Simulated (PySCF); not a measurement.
Species: C3H12AsGa.
Cartesian coordinates in Å at the PBE0-D3(BJ)/def2-SVP level; atoms count from 1:
```
atom  x, y, z in Å
C1     2.8473    0.3141    0.2384
C2     1.6113   -0.4633   -0.1918
C3     0.3179    0.2508    0.1731
As4   -1.3275   -0.6744   -0.3245
Ga5   -3.5415    0.5541    0.2313
H6     3.7692   -0.2185   -0.0393
H7     2.8646    0.4659    1.3292
H8     2.8801    1.3081   -0.2352
H9     1.6405   -0.6341   -1.2816
H10    1.6225   -1.4648    0.2713
H11    0.2558    1.2420   -0.3054
H12    0.2445    0.4263    1.2588
H13   -1.0627   -2.0434    0.2651
H14   -1.0120   -1.0285   -1.7625
H15   -3.2358    1.8497   -0.6211
H16   -3.3063    0.6253    1.7929
H17   -4.5742   -0.4976   -0.3294
```

The closed-shell ground state was solved at several levels (PySCF, density fitting, gas phase). Relativistic effects, spin–orbit coupling among them, are left out although an element past zinc is present.

```json
{"level": "PBE0/pcSseg-1", "basis functions": "193", "HOMO (eV)": "-7.76", "LUMO (eV)": "-0.17", "gap (eV)": "7.59", "dipole (D)": "5.02"}
{"level": "B97-2/pcSseg-1", "basis functions": "193", "HOMO (eV)": "-7.53", "LUMO (eV)": "-0.17", "gap (eV)": "7.36", "dipole (D)": "4.98"}
{"level": "CAM-B3LYP/def2-SVPD", "basis functions": "232", "HOMO (eV)": "-9.06", "LUMO (eV)": "0.48", "gap (eV)": "9.54", "dipole (D)": "4.88"}
```

**Question.** Estimate the row for B3LYP/pcJ-1 (pcSseg-1 on As, pcSseg-1 on Ga), a basis of 283 functions; the other rows only guide the guess.

**Answer.** HOMO -7.58 eV, LUMO -0.40 eV, gap 7.18 eV, dipole 4.94 D.

**Question.** Over all these levels, which gives the widest orbital gap and which the narrowest?

**Answer.** CAM-B3LYP/def2-SVPD (range-separated hybrid) has the widest, 9.54 eV, and B3LYP/pcJ-1 (pcSseg-1 on As, pcSseg-1 on Ga) (global hybrid, 20 % exact exchange) the narrowest, 7.18 eV. Functional and basis both differ between the two, so the spread mixes both effects.

**Question.** How far do the dipole and the HOMO energy spread over the levels?

**Answer.** The dipole runs from 4.88 to 5.02 D (mean 4.96 D) and the HOMO from -9.06 to -7.53 eV.

One conformer stands for the species.
